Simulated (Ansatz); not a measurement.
X3Si-Y-SiH3: PBE0-D4/def2-TZVP single points in Ansatz on relaxed structures, gas phase. Binding counts from free atoms in the multiplicity of their measured ground term, without zero-point energy. A dash marks a value that wasn't run or was left out as unsound. The structures are stationary points that may keep the symmetry of their start. Remarks come from the PBE and PBE0 runs and from stability tests at other levels; not every state was tested. HOMO above LUMO (over both spins in singlets and doublets, within one spin in higher multiplets; at PBE or PBE0), or a gap under 0.15 eV within one spin, warns that the state may not be the lowest or that an electron is smeared out.

(1) Estimate the order by LUMO (eV), lowest first.
A. (NMe2)3Si-S-SiH3 (C6H21N3SSi2) (singlet)
B. (Cl)3Si-O-SiH3 (Si2Cl3OH3) (singlet)
C. (OH)3Si-NH-SiH3 (Si2NO3H7) (singlet)

(1) B (-0.60), C (0.06), A (0.36).

In full:

```
                       species  atoms    state            geometry  HOMO (eV)  LUMO (eV)  gap (eV)  vertical IE (eV)  vertical triplet (eV)  binding per atom (eV)  point group (within 0.1 Å)                                                                                                                                                                     remarks
    (Cl)3Si-O-SiH3 (Si2Cl3OH3)      9  singlet     PBE-D4/def2-SVP      -9.32      -0.60      8.72             11.11                      –                   3.57                           –  gap within one spin near zero at PBE or PBE0 (+1 doublet), HOMO above LUMO (+1 doublet), gap within one spin near zero at PBE or PBE0 (triplet), HOMO above LUMO (triplet)
    (OH)3Si-NH-SiH3 (Si2NO3H7)     13  singlet    PBE0-D4/def2-SVP      -7.73       0.06      7.79              9.75                   6.09                   3.85                           –                                                                                                                   gap within one spin near zero at PBE or PBE0 (+1 doublet)
(NMe2)3Si-S-SiH3 (C6H21N3SSi2)     33  singlet  r2SCAN-D4/def2-SVP      -6.20       0.36      6.56              7.69                   5.52                   3.88                           –                                                           gap within one spin near zero at PBE or PBE0 (+1 doublet), gap within one spin near zero at PBE or PBE0 (triplet)
```

The gap (eV) runs from 6.56 ((NMe2)3Si-S-SiH3) to 8.72 ((Cl)3Si-O-SiH3). The vertical IE (eV) runs from 7.69 ((NMe2)3Si-S-SiH3) to 11.11 ((Cl)3Si-O-SiH3).
